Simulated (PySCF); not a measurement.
# Mayer bond orders and bond lengths

C₁₀H₁₄O₂S.
Atom-mapped SMILES: `[CH3:1][C:2]([CH3:3])([CH3:4])[S:5](=[O:6])(=[O:7])[c:8]1[cH:9][cH:10][cH:11][cH:12][cH:13]1` (hydrogens: H14, H15, H16 on C1; H17, H18, H19 on C3; H20, H21, H22 on C4; H23 on C9; H24 on C10; H25 on C11; H26 on C12; H27 on C13)

Structure used (PBE0-D3(BJ)/def2-SVP), in Å, numbered top down from 1:
```xyz
27
C10H14O2S angstrom
C     -0.927   -0.057   -1.991
C     -1.300    0.148   -0.531
C     -1.258    1.611   -0.119
C     -2.651   -0.487   -0.204
S     -0.118   -0.796    0.521
O     -0.437   -0.482    1.917
O     -0.129   -2.181    0.042
C      1.506   -0.135    0.184
C      2.280   -0.718   -0.819
C      3.553   -0.211   -1.068
C      4.039    0.856   -0.311
C      3.263    1.414    0.706
C      1.989    0.914    0.965
H     -1.685    0.425   -2.628
H      0.048    0.393   -2.231
H     -0.896   -1.128   -2.240
H     -0.284    2.071   -0.348
H     -1.459    1.720    0.955
H     -2.029    2.166   -0.676
H     -2.878   -0.394    0.867
H     -2.658   -1.553   -0.472
H     -3.438    0.027   -0.777
H      1.883   -1.571   -1.372
H      4.173   -0.657   -1.848
H      5.039    1.250   -0.508
H      3.657    2.235    1.309
H      1.371    1.307    1.774
```

Bond orders from the PBE0/pcSseg-1 density (PySCF). The structure is a single PBE0-D3(BJ)/def2-SVP conformer in the gas phase; no vibrational or solvent corrections.

Question: Where do the orders between heavy atoms depart from those drawn in the SMILES?

Answer: The largest departure is 0.334, at S5–O7 (drawn double, 1.666) and S5–O6 (drawn double, 1.667), counting aromatic bonds as 1.5. Drawn single, order below 0.88: C2–S5 (0.788) and S5–C8 (0.872). Drawn double or triple, more than 0.30 short of the drawn order: S5–O6 (1.667) and S5–O7 (1.666). The bonds drawn aromatic range from 1.38 to 1.43.

Question: Set the Mayer orders of the bonds between heavy atoms beside their lengths.

Answer: 
```csv
bond,drawn as,length (Å),Mayer order
C1–C2,single,1.521,0.988
C2–C3,single,1.521,0.987
C2–C4,single,1.528,1.004
C2–S5,single,1.843,0.788
S5–O6,double,1.466,1.667
S5–O7,double,1.466,1.666
S5–C8,single,1.785,0.872
C8–C9,aromatic,1.394,1.378
C9–C10,aromatic,1.393,1.420
C10–C11,aromatic,1.395,1.427
C11–C12,aromatic,1.395,1.427
C12–C13,aromatic,1.393,1.420
C13–C8,aromatic,1.394,1.378
```

Bonds between the same two heavy elements. C–C: lowest C2–C3 and C1–C2 (0.987, 1.521 Å), highest C10–C11 and C11–C12 (1.427, 1.395 Å). C–S: lowest C2–S5 (0.788, 1.843 Å), highest S5–C8 (0.872, 1.785 Å). O–S: all 2 within 0.02 of one another (1.666 to 1.667). Bonds named together lie within 0.004.

Question: And the bonds to hydrogen?

Answer: C–H: 0.95 to 0.96 (14 bonds).

Question: Sum the orders of all bonds at each heavy atom with more than one neighbour and set the sums beside the valence in the SMILES.

Answer: C1 3.842 (drawn 4), C2 3.767 (drawn 4), C3 3.840 (drawn 4), C4 3.856 (drawn 4), S5 4.993 (drawn 6), C8 3.628 (drawn 4), C9 3.756 (drawn 4), C10 3.810 (drawn 4), C11 3.819 (drawn 4), C12 3.810 (drawn 4), C13 3.756 (drawn 4). Orders between atoms that aren't bonded are not in these sums.

Mayer orders depend on the basis set.
